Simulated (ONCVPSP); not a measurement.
## How hard is this Ta (Z = 73) ONCV potential?

* Element: Ta (Z = 73)
* Generator: ONCVPSP 4.0.1
* Type: optimised norm-conserving Vanderbilt (ONCV)
* Functional: PBE
* Relativity: fully relativistic
* Frozen core: [Kr] 4d10
* Valence charge: 27
* Reference configuration: 4f14 5s2 5p6 5d3 6s2
* Partial waves: 5s+6s: rc 1.75 bohr, ncon 5, nbas 10, qcut 5.7 1/bohr, 3 projectors, debl 1.1 Ha; 5p: rc 2.05 bohr, ncon 4, nbas 9, qcut 5.2 1/bohr, 1 projector; 5d: rc 2.85 bohr, ncon 4, nbas 8, qcut 6.1 1/bohr, 2 projectors, debl 1.3 Ha; 4f: rc 0.95 bohr, ncon 4, nbas 9, qcut 15 1/bohr, 2 projectors, debl 0.4 Ha
* Local potential: polynomial inside 0.80 bohr (lpopt 5, dvloc0 1 Ha)
* Core correction: Teter function, fcfact 5.5, rcfact 1.35

Open shells are filled in proportion to 2j + 1.

In the f channel the program set the typed energies aside and used -0.873, 0.250 Ha (j = l + 1/2; the other j can differ).

Task: For each optimised wave give the share of its norm inside rc, the residual kinetic energy above qcut (Ha) and the cutoffs (Ha) for errors of 10, 1, 0.1 and 0.01 mHa per electron.

Result:

| wave | norm inside rc | residual KE | 10 mHa | 1 mHa | 0.1 mHa | 0.01 mHa |
| --- | --- | --- | --- | --- | --- | --- |
| 5s | 0.947 | 6.4e-04 | 11.2 | 15.4 | 79.7 | 99.3 |
| 6s | 0.059 | 3.0e-04 | 8.2 | 14.0 | 24.6 | 76.3 |
| s projector 3 | 0.087 | 7.5e-04 | 10.8 | 15.8 | 28.4 | 68.7 |
| 5p j=3/2 | 0.925 | 8.1e-06 | 8.0 | 10.2 | 11.8 | 14.0 |
| 5p j=1/2 | 0.956 | 7.7e-05 | 9.0 | 11.3 | 13.8 | 39.8 |
| 5d j=5/2 | 0.752 | 1.1e-08 | 8.3 | 10.9 | 13.1 | 14.9 |
| d projector 2 j=5/2 | 0.217 | 1.3e-07 | 8.9 | 11.7 | 14.0 | 15.8 |
| 5d j=3/2 | 0.786 | 1.4e-08 | 8.6 | 11.1 | 13.2 | 15.1 |
| d projector 2 j=3/2 | 0.223 | 1.7e-07 | 9.1 | 12.0 | 14.2 | 16.0 |
| 4f j=7/2 | 0.848 | 2.9e-03 | 104.1 | 199.6 | 389.5 | 575.5 |
| f projector 2 j=7/2 | 0.001 | 5.9e-06 | 41.8 | 74.6 | 94.7 | 109.7 |
| 4f j=5/2 | 0.857 | 3.0e-03 | 104.4 | 204.1 | 390.5 | 578.9 |
| f projector 2 j=5/2 | 0.001 | 5.9e-06 | 40.5 | 74.1 | 94.4 | 109.6 |

The occupied waves need 204 Ha and 391 Ha for 1 and 0.1 mHa. Rows with under 1 % of the norm inside rc give no meaningful cutoff. Note: ghosts flagged at negative energy: s at -80.5 eV, p3/2 at -70.2 eV, p1/2 at -39.1 eV; GHOST(+) flagged for d5/2 at 85.8 eV, d3/2 at 116.9 eV. A true bound ghost makes a file unfit for plane-wave use. 1 of 4 tests not solved or not reliable.
